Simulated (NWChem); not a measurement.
Molecule: CdNH₃; SMILES [NH2][CdH]

Program: NWChem. Coordinates come from a PBE0/def2-SVP (def2 core potentials past Kr) optimisation.

For level Hartree-Fock/3-21G, non-relativistic:

- highest occupied level (eV): -9.26
- orbital gap (eV): 10.73
- dipole (D): 1.53

Task: How do the values read with level Hartree-Fock/STO-3G, non-relativistic instead?

Result: highest occupied level (eV): -6.55
orbital gap (eV): 15.39
dipole (D): 1.17
